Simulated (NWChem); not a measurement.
System: AlICl₂; SMILES [Cl][Al]([Cl])[I]

Program: NWChem. Coordinates come from a PBE0/def2-SVP optimisation. def2 effective core potentials on I; no spin-orbit coupling. Ions are spin-unrestricted doublets at the neutral geometry; other ion states weren't tried. Functional: LC-ωPBE (HJS hole) with def2-SVP; rows give the range parameter ω in 1/bohr.

**Question.** At which range parameter does −ε(HOMO) equal the ΔSCF ionisation energy (optimal tuning)?

**Answer.** about 0.37 per bohr, by linear interpolation in these runs:
```tsv
range parameter (1/bohr)	vertical ionisation energy, ΔSCF (eV)	−ε(HOMO) (eV)	ΔSCF minus −ε(HOMO) (eV)
0.15	10.18	9.03	1.15
0.25	10.44	9.96	0.48
0.50	10.69	11.17	-0.48
0.60	10.74	11.39	-0.65
0.80	10.80	11.63	-0.83
```
